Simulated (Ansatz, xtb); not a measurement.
**C5H3ClFP: which of two isomers lies lower**

Structure X: `FC1=CC(Cl)=CP=C1`, a singlet. Structure Y: `FC1=CC=CP=C1Cl`, a singlet. Both are isolated molecules in the gas phase, relaxed with B3LYP-D3(BJ)/def2-SVP.

Energies in hartree; the thermal terms are from GFN2-xTB frequencies at re-optimised GFN2-xTB minima (ideal gas, soft modes damped towards free rotors, one conformer each, 298.15 K, 1 atm) and include the zero-point energy:

|  | X | Y |
| --- | --- | --- |
| E, CCSD(T)/def2-SVP | −1091.420832 | −1091.415328 |
| E, MP2/def2-SVP | −1091.334138 | −1091.328262 |
| E, MP2/def2-TZVPP | −1092.233260 | −1092.226756 |
| zero-point energy | 0.064106 | 0.064256 |
| H(298 K) − E | 0.072173 | 0.072396 |
| G(298 K) − E | 0.031764 | 0.031881 |

Problem. Correct the CCSD(T) difference for the basis set by the MP2 change, then work out ΔE, ΔE₀, ΔH and ΔG for X → Y in kJ/mol (1 Eh = 2625.50 kJ/mol) and the equilibrium ratio [Y]/[X].

Solution. 1. Differences Y − X: CCSD(T) +0.005504, MP2 in the small set +0.005876, MP2 in the large set +0.006504 Eh.
2. ΔE = +0.005504 + (+0.006504 − (+0.005876)) = +0.006132 Eh = +16.10 kJ/mol.
3. ΔE₀ = ΔE + ΔZPE = +0.006132 + (+0.000150) Eh = +16.49 kJ/mol.
4. ΔH = ΔE + (+0.000223) Eh = +16.69 kJ/mol.
5. ΔG = ΔE + (+0.000117) Eh = +16.41 kJ/mol, so ΔS = (ΔH − ΔG)/T = +0.9 J/(mol K).
6. kT = 0.9442 mEh, so K = [Y]/[X] = exp(−ΔG/kT) = exp(−6.62) ≈ 0.0013.

Structure X is favoured at this temperature. An error of 4 kJ/mol in ΔG would change K by a factor of 5. Mirror images and further conformers aren't counted.

As drawn, both hold the same kinds of bond in the same numbers.

Other levels gave ΔE = +19.4 (GFN2-xTB); +7.5 (HF/STO-3G, GFN2-xTB geometries); +15.1 (r2SCAN-D4/def2-SVP, GFN2-xTB geometries); +15.0 (B3LYP-D3(BJ)/def2-SVP); +17.7 (HF/def2-SVP); +15.4 (MP2/def2-SVP); +14.4 (CCSD(T)/def2-SVP) kJ/mol. The correlated steps freeze 16 core orbitals. Programs: Ansatz 0.2.0, xtb 6.7.1.
